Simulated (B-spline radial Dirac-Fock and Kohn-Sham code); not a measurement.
**Relativistic shifts of the levels of Pd³³⁺**

System: palladium as Pd³³⁺ in the configuration [Ne] 3s2 3p1.

Both columns are ΔSCF binding energies of the configuration average from an atomic code on a B-spline grid: non-relativistic Hartree-Fock with a point nucleus, and Dirac-Fock with a finite nucleus and the Coulomb interaction alone, averaged over the two j levels with weights 2j+1.

```
shell  Hartree-Fock (eV)  Dirac-Fock (eV)  shift (eV)  shift (%)
   1s            25593.7          26335.5     +741.77      +2.90
   2s             5229.2           5422.3     +193.10      +3.69
   2p             4988.5           5051.4      +62.96      +1.26
   3s             2053.3           2109.5      +56.19      +2.74
   3p             1985.0           2008.7      +23.68      +1.19
```

Relativity binds 1s, 2s, 2p, 3s, 3p more strongly, among those listed most of all 2s in relative terms.

Values without a named source are computed, but for edge energies of neutral atoms, which are taken from tables.
